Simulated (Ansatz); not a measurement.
```yaml
crystal:
  periodic: [false, false, false]
  atoms:
    - {symbol: N, position_ang: [0.009356, 0.967765, -0.152856]}
    - {symbol: Ge, position_ang: [-0.233952, -0.754772, 0.431988]}
    - {symbol: F, position_ang: [1.350863, -1.182133, 1.057779]}
    - {symbol: Cl, position_ang: [-0.668339, -1.978982, -1.388988]}
    - {symbol: H, position_ang: [0.406104, 1.580962, 0.530265]}
    - {symbol: H, position_ang: [-0.800864, 1.425526, -0.566089]}
basis:
  gaussian: {orbitals: aug-cc-pVDZ}
magnetization: {spin_polarized: true, initial_magnetization: 1}
hamiltonian: {xc: {name: PBE}, dispersion: d3bj, pseudopotentials: {relativity: scalar}}
smearing: {width: 0.1}
output: {forces: true}
```

```sh
$ ansatz run in.yaml --threads 2 --pin off --events-out ev --progress --plain --max-ram 22528MiB --backend cpu
```

Shortened log:

```
Error: YAML parse error: error: line 14 column 1: unknown field `smearing`, expected one of crystal, accuracy, basis, kpoints, hamiltonian, magnetization, projection, total_charge, correlation, batch, efield, external_charges, scf, relax, neb, saddle, md, ramp, phonons, dielectric, real_time, elastic, magnetic_configurations, gw, evaluate, workflow, output, checkpoint, execution
12 | magnetization: {spin_polarized: true, initial_magnetization: 1}
13 | hamiltonian: {xc: {name: PBE}, dispersion: d3bj, pseudopotentials…
14 | smearing: {width: 0.1}
15 | output: {forces: true}
```

**Question.** What is wrong with this run?

**Answer.** The input holds a key that doesn't belong there. The program refused the input.
